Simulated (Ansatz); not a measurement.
# Which is lower?

Two relaxed structures of AlBH4OF (charge +1), singlet (PBE0-D4/def2-TZVP; forces vanish, vibrations not checked).

A:

| atom | x (Å) | y (Å) | z (Å) |
| --- | --- | --- | --- |
| B1 | -0.9885 | 1.5464 | -0.3361 |
| Al2 | 0.0253 | -0.2984 | -0.6488 |
| O3 | 0.8521 | -1.1272 | 0.8177 |
| F4 | 0.4238 | -1.4105 | -1.7635 |
| H5 | -1.5363 | 2.0521 | -1.2606 |
| H6 | -0.9952 | 2.0431 | 0.7449 |
| H7 | 1.3221 | -1.9692 | 0.7066 |
| H8 | 0.8966 | -0.8364 | 1.7396 |

B:

```
8
angstrom
B -0.4325 0.8268 0.3065
Al -0.2777 -0.5550 -1.0818
O 0.7315 -0.2427 0.3375
F -0.4746 -1.5388 -2.3245
H -0.2049 1.2523 -0.8848
H -0.5684 1.6889 1.0981
H 0.8899 -0.7240 1.1602
H -1.4683 0.0710 0.1754
```

Ansatz 0.2.0; basis: def2-TZVPP; cores frozen in the correlated methods. B3LYP uses VWN-RPA correlation.

(1) Which structure is lower at CCSD(T), and by how much? (To be estimated.)

(2) Do the other methods give the same order? (A judgement: the text doesn't fix the answer.)

No T1 diagnostic of these runs exceeds 0.013.

Results:

(1) Computed: B, by 10.93 kcal/mol (electronic energy, against the other). By their contacts, A is AlBH₄OF ([BH2][Al]([OH2])[F]), total charge +1 and B is AlBH₄OF ([F][Al]123[H][BH]1([H]2)[OH]3), total charge +1.

(2) Computed: Not all: HF gives the other order.

```
   method  E(B) − E(A) (kcal/mol)
   PBE-D4                  -13.72
r2SCAN-D4                  -15.52
  PBE0-D4                  -12.70
 B3LYP-D4                   -8.39
  wB97M-V                  -11.12
       HF                    0.91
      MP2                  -13.57
     CCSD                   -9.29
  CCSD(T)                  -10.93
```

Labels in which every atom is bracketed show which atoms are joined, not bond orders.

For scale, one of the runs: CCSD(T)/def2-TZVPP, 191 basis functions, launched by `ansatz run in.yaml --threads 2 --pin off --events-out ev --progress --plain --max-ram 4352MiB`. Time: 43 s of wall clock on 2 CPU threads of an Arm Neoverse V2; the host was shared. Peak host memory: 2.1 GiB.
